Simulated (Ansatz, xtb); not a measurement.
**Relative energy of two isomers of C5H3ClOS**

Structure a: `O=Cc1sccc1Cl`, a singlet. Structure b: `O=Cc1cc(Cl)cs1`, a singlet. Both are isolated molecules in the gas phase, relaxed with r2SCAN-D4/def2-SVP; each stands in its lowest conformer found.

Quicker runs give these differences E(b) − E(a): GFN2-xTB +0.035 eV; HF/STO-3G −0.018 eV (at GFN2-xTB geometries); r2SCAN-D4/def2-SVP//GFN2-xTB +0.022 eV.

Question: Which of the two would you expect CCSD(T)/def2-SVP + ΔMP2/def2-TZVPP electronic energies to favour?

Answer: CCSD(T)/def2-SVP + ΔMP2/def2-TZVPP gives E(b) − E(a) = +0.004 eV, slightly favouring structure a, which is too small a margin to settle the true order.

How the difference moves with the method:

```json
{"level": "GFN2-xTB", "geometry": "GFN2-xTB", "E(b) − E(a) (eV)": "+0.035", "departure from the last row (eV)": "+0.031", "job, with rough time for the two": "optimisation, 0.74 s"}
{"level": "HF/STO-3G", "geometry": "GFN2-xTB", "E(b) − E(a) (eV)": "−0.018", "departure from the last row (eV)": "−0.021", "job, with rough time for the two": "single point, 2.2 s"}
{"level": "r2SCAN-D4/def2-SVP//GFN2-xTB", "geometry": "GFN2-xTB", "E(b) − E(a) (eV)": "+0.022", "departure from the last row (eV)": "+0.018", "job, with rough time for the two": "single point, 14 s"}
{"level": "r2SCAN-D4/def2-SVP", "geometry": "r2SCAN-D4/def2-SVP", "E(b) − E(a) (eV)": "+0.025", "departure from the last row (eV)": "+0.021", "job, with rough time for the two": "optimisation, 89 s"}
{"level": "HF/def2-SVP", "geometry": "r2SCAN-D4/def2-SVP", "E(b) − E(a) (eV)": "+0.005", "departure from the last row (eV)": "+0.002", "job, with rough time for the two": "part of the CCSD(T) run"}
{"level": "MP2/def2-SVP", "geometry": "r2SCAN-D4/def2-SVP", "E(b) − E(a) (eV)": "+0.030", "departure from the last row (eV)": "+0.027", "job, with rough time for the two": "part of the CCSD(T) run"}
{"level": "CCSD(T)/def2-SVP", "geometry": "r2SCAN-D4/def2-SVP", "E(b) − E(a) (eV)": "+0.024", "departure from the last row (eV)": "+0.020", "job, with rough time for the two": "single point"}
{"level": "CCSD(T)/def2-SVP + ΔMP2/def2-TZVPP", "geometry": "r2SCAN-D4/def2-SVP", "E(b) − E(a) (eV)": "+0.004", "departure from the last row (eV)": "", "job, with rough time for the two": "single point, 6 min"}
```

As drawn, both hold the same kinds of bond in the same numbers.

The largest departure from CCSD(T)/def2-SVP + ΔMP2/def2-TZVPP is that of GFN2-xTB, 0.031 eV. The last row adds to CCSD(T) the change of the MP2 difference between the two basis sets, here −0.020 eV.

With thermal terms from frequencies at re-optimised GFN2-xTB minima (ideal gas, soft modes damped towards free rotors, one conformer each, 298.15 K, 1 atm): the zero-point term adds −0.004 eV; ΔH is 0.000 and ΔG −0.002 eV.

The correlated steps freeze 16 core orbitals. Run with Ansatz 0.2.0, xtb 6.7.1; the last row on 2 threads of Intel(R) Xeon(R) Processor @ 2.50GHz (Skylake/Cascade Lake) on a shared host.
